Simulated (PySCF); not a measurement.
H22Ge8Si2, SMILES `[SiH3][GeH2][GeH2][GeH2][GeH2][GeH2][GeH2][GeH2][GeH2][SiH3]` (charge 0, multiplicity 1), r2SCAN-D4/def2-TZVP // r2SCAN-D4/def2-SVP run with PySCF. The run hit its time limit unfinished.

```python
import json, numpy as np
from pyscf import gto, dft
from fastk import lowrank_exchange
atoms = """
Si     7.147278     0.403081    -0.231223
Ge     5.433834     1.844772     0.575688
Ge     3.256397     1.151347    -0.233210
Ge     1.475597     2.564359     0.605205
Ge    -0.698192     1.888399    -0.226620
Ge    -2.487046     3.245136     0.686689
Ge    -4.649540     2.659420    -0.238034
Ge    -6.446940     3.949254     0.750404
Ge    -8.583337     3.504952    -0.305535
Si   -10.332253     4.724135     0.752930
H      6.878696    -0.992305     0.231352
H      8.494444     0.824807     0.260776
H      7.150828     0.421119    -1.725536
H      5.694774     3.292811     0.120314
H      5.415659     1.841361     2.115843
H      3.250364     1.182261    -1.773758
H      2.991285    -0.304312     0.197157
H      1.744603     4.023904     0.191603
H      1.471402     2.515195     2.145111
H     -0.708670     1.995293    -1.763555
H     -0.947586     0.411516     0.134284
H     -2.519293     3.075067     2.217678
H     -2.201783     4.730870     0.394447
H     -4.627273     2.894094    -1.760673
H     -4.917643     1.159884    -0.006852
H     -6.537980     3.618546     2.252661
H     -6.123311     5.451020     0.630487
H     -8.487640     3.888420    -1.794323
H     -8.869005     1.992864    -0.235997
H    -10.048884     6.188211     0.656698
H    -10.401339     4.343363     2.196265
H    -11.655453     4.445628     0.116062
"""
def scf(charge, spin, dm0=None):
    mol = gto.M(atom=atoms, basis='def2-tzvp', ecp={}, charge=charge, spin=spin, verbose=4, max_memory=5040)
    mf = dft.KS(mol, xc='r2scan').density_fit(auxbasis="def2-universal-jkfit")
    mf.disp = 'd4'
    mf.grids.level = 4
    mf.conv_tol = 1e-8
    mf.max_cycle = 60
    mf.kernel(dm0)
    if not mf.converged:
        mf = mf.newton().run(mf.mo_coeff, mf.mo_occ).undo_soscf()
    return mf
mf = scf(0, 0)
lowrank_exchange(mf)  # same exchange matrices as the stock routine, built faster for response steps
e, occ = np.ravel(mf.mo_energy), np.ravel(mf.mo_occ)
ev = 27.211386245988
occupied, empty = np.sort(e[occ > 0]) * ev, np.sort(e[occ == 0]) * ev
print("highest occupied levels (eV):", np.round(occupied[-6:], 3))
print("lowest empty levels (eV):", np.round(empty[:6], 3))
res = dict(converged=bool(mf.converged), energy=mf.e_tot, dispersion=float(mf.get_dispersion()) if mf.do_disp() else 0.0, nlc=bool(mf.do_nlc()), nao=mf.mol.nao, cycles=mf.cycles,
           occupied=occupied[-8:].tolist(), empty=empty[:8].tolist(), dipole=mf.dip_moment().tolist(), s2=float(mf.spin_square()[0]),
           mulliken=mf.mulliken_pop(verbose=3)[1].tolist(), meta_lowdin=mf.mulliken_meta(verbose=3)[1].tolist())
mf.grids = dft.gen_grid.Grids(mf.mol).set(level=2).build()  # coarser grid for the response steps
res["stable_to_uks"] = bool(mf.stability(internal=False, external=True, return_status=True)[3])
for singlet, n in ((True, 6), (False, 3)):
    td = mf.TDA(); td.singlet = singlet; td.nstates = n; td.conv_tol = 1e-4; td.kernel(); td.analyze(verbose=3)
    res["singlets" if singlet else "triplets"] = dict(e=(td.e * ev).tolist(), converged=np.ravel(td.converged).tolist(), f=td.oscillator_strength().tolist() if singlet else None)
dm = mf.make_rdm1()
res["vertical"] = []
for charge, spin in [(1, 1)]:
    ion = scf(charge, spin, np.array([dm / 2, dm / 2]) if dm.ndim == 2 else dm.sum(0))
    res["vertical"].append(dict(charge=charge, spin=spin, energy=ion.e_tot, converged=bool(ion.converged), s2=float(ion.spin_square()[0]), homo=float(np.ravel(ion.mo_energy)[np.ravel(ion.mo_occ) > 0].max() * ev)))
json.dump(res, open("result.json", "w"))
```

The last lines of the output:

```
charge of   27H =      0.01718
charge of   28H =      0.01696
charge of   29H =     -0.02353
charge of   30H =     -0.02354
charge of   31H =     -0.02608
 ** Mulliken atomic charges  **
charge of    0Si =      0.24938
charge of    1Ge =      0.02962
charge of    2Ge =      0.06394
charge of    3Ge =      0.06737
charge of    4Ge =      0.06618
charge of    5Ge =      0.06602
charge of    6Ge =      0.06734
charge of    7Ge =      0.06386
charge of    8Ge =      0.02971
charge of    9Si =      0.24942
charge of   10H =     -0.07138
charge of   11H =     -0.06917
charge of   12H =     -0.07134
charge of   13H =     -0.03156
charge of   14H =     -0.03164
charge of   15H =     -0.03391
charge of   16H =     -0.03407
charge of   17H =     -0.03327
charge of   18H =     -0.03337
charge of   19H =     -0.03335
charge of   20H =     -0.03327
charge of   21H =     -0.03331
charge of   22H =     -0.03347
charge of   23H =     -0.03341
charge of   24H =     -0.03332
charge of   25H =     -0.03389
charge of   26H =     -0.03411
charge of   27H =     -0.03142
charge of   28H =     -0.03167
charge of   29H =     -0.07132
charge of   30H =     -0.07135
charge of   31H =     -0.06924
tot grids = 246344
rhf_real2complex: lowest eigs of H = [0.90805273 0.90855621 0.90866622]
<class 'pyscf.df.df_jk.DFRKS'> wavefunction is stable in the real -> complex stability analysis
rhf_external: lowest eigs of H = [0.52182709 0.52412051 0.52598489]
<class 'pyscf.df.df_jk.DFRKS'> wavefunction is stable in the RHF/RKS -> UHF/UKS stability analysis

******** <class 'pyscf.tdscf.rks.TDA'> for <class 'pyscf.df.df_jk.DFRKS'> ********
nstates = 6 singlet
deg_eia_thresh = 1.000e-03
wfnsym = None
conv_tol = 0.0001
eigh lindep = 1e-12
eigh level_shift = 0
eigh max_cycle = 100

Excitation energies (eV)
[4.73317174 5.24079273 5.67370069 5.71316043 5.74779565 5.82337454]

** Singlet excitation energies and oscillator strengths **
Excited State   1:      4.73317 eV    261.95 nm  f=3.3088
Excited State   2:      5.24079 eV    236.58 nm  f=0.0000
Excited State   3:      5.67370 eV    218.52 nm  f=0.0000
Excited State   4:      5.71316 eV    217.02 nm  f=0.0007
Excited State   5:      5.74780 eV    215.71 nm  f=0.0255
Excited State   6:      5.82337 eV    212.91 nm  f=0.0002

******** <class 'pyscf.tdscf.rks.TDA'> for <class 'pyscf.df.df_jk.DFRKS'> ********
nstates = 3 triplet
deg_eia_thresh = 1.000e-03
wfnsym = None
conv_tol = 0.0001
eigh lindep = 1e-12
eigh level_shift = 0
eigh max_cycle = 100
```
